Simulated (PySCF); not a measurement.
**Working out the ionisation energy of Os+**

Os+ [Xe] 4f14 5d6 6s1 (6D) → Os(2+) [Xe] 4f14 5d6 (5D). Computed with PySCF 2.14 in def2-QZVPPD with the def2 core potential (60 electrons) (7s5p4d4f2g, 88 functions), with scalar relativity through the core potential. Frozen: 5s2 5p6. Energies in hartree (1 hartree = 27.21139 eV):

| part | Os+ (lower) | Os(2+) (upper) |
| --- | --- | --- |
| UHF | -89.600255 | -89.012031 |
| CCSD correlation | -0.135557 | -0.107714 |
| (T) | -0.004207 | -0.003042 |

Question: What does Hartree-Fock give?

Answer: (-89.012031) − (-89.600255) = 0.588224 hartree = 16.006 eV.

Question: What do CCSD and CCSD(T) give?

Answer: The CCSD correlation energies differ by 0.027843 hartree = 0.758 eV and the triples by 0.001165 hartree = 0.032 eV, so CCSD gives 16.764 eV and CCSD(T) 16.796 eV.

Reference: 17 ± 1 eV (semi-empirical (NIST evaluation); NIST Atomic Spectra Database, ionization energies), between the lowest levels; spin-orbit coupling is absent from the calculation.

What remains against the reference includes basis incompleteness, the frozen core and higher excitations.
